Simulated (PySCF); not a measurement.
Species: B3H5O.
SMILES: `BBOB`

The closed-shell ground state was solved at several levels (PySCF, density fitting, gas phase, non-relativistic). Geometry: GFN2-xTB; no solvent, vibrations or thermal averaging.

```json
{"level": "wB97X-D/def2-SVPD", "basis functions": "123", "HOMO (eV)": "-9.89", "LUMO (eV)": "0.03", "gap (eV)": "9.92", "dipole (D)": "0.27"}
{"level": "B3LYP/pcJ-1", "basis functions": "158", "HOMO (eV)": "-7.85", "LUMO (eV)": "-2.19", "gap (eV)": "5.66", "dipole (D)": "0.30"}
```

Question: Estimate the row for PBE0/pcSseg-1, a basis of 93 functions; the other rows only guide the guess.

Answer: HOMO -8.02 eV, LUMO -1.95 eV, gap 6.07 eV, dipole 0.30 D.

Question: Over all these levels, which gives the widest orbital gap and which the narrowest?

Answer: wB97X-D/def2-SVPD (range-separated hybrid) has the widest, 9.92 eV, and B3LYP/pcJ-1 (global hybrid, 20 % exact exchange) the narrowest, 5.66 eV. Functional and basis both differ between the two, so the spread mixes both effects.

Question: How far do the dipole and the HOMO energy spread over the levels?

Answer: The dipole runs from 0.27 to 0.30 D (mean 0.29 D) and the HOMO from -9.89 to -7.85 eV.
